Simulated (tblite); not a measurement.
C4H3FNP.
Atom-mapped SMILES: `[F:1][c:2]1[cH:3][cH:4][p:5][cH:6][n:7]1` (hydrogens: H8 on C3; H9 on C4; H10 on C6)

The geometry is computed with GFN2-xTB (gas phase).

(1) List the bond lengths and angles at this level.

Results:

(1) 
```tsv
bond	length (Å)	order
F1–C2	1.343	single
C2–C3	1.390	aromatic
C3–C4	1.377	aromatic
C4–P5	1.743	aromatic
P5–C6	1.746	aromatic
C6–N7	1.312	aromatic
C2–N7	1.308	aromatic
C3–H8	1.080	single
C4–H9	1.083	single
C6–H10	1.085	single
```

Orders are formal, as drawn. A selection of angles:
```tsv
angle	degrees
F1–C2–C3	117.7
F1–C2–N7	114.9
C3–C2–N7	127.4
C2–C3–C4	120.6
C2–C3–H8	118.4
C4–C3–H8	121.1
C3–C4–P5	124.5
C3–C4–H9	118.4
P5–C4–H9	117.1
C4–P5–C6	98.2
P5–C6–N7	128.2
P5–C6–H10	117.7
N7–C6–H10	114.1
C2–N7–C6	121.2
```

The 6-membered ring C2–C3–C4–P5–C6–N7 has internal angles of 98.2° to 128.2°; it is planar, 0.00 Å rms from its mean plane, widest ring torsion 0°. The 7 heavy atoms lie in one plane (0.000 Å rms). P5 (phosphorus bonded to 2 C) is bent (angle 98.2°).

Point group: Cs (every atom within 0.08 Å of its image). Its GFN2-xTB frequencies are all real (lowest 135 cm⁻¹).
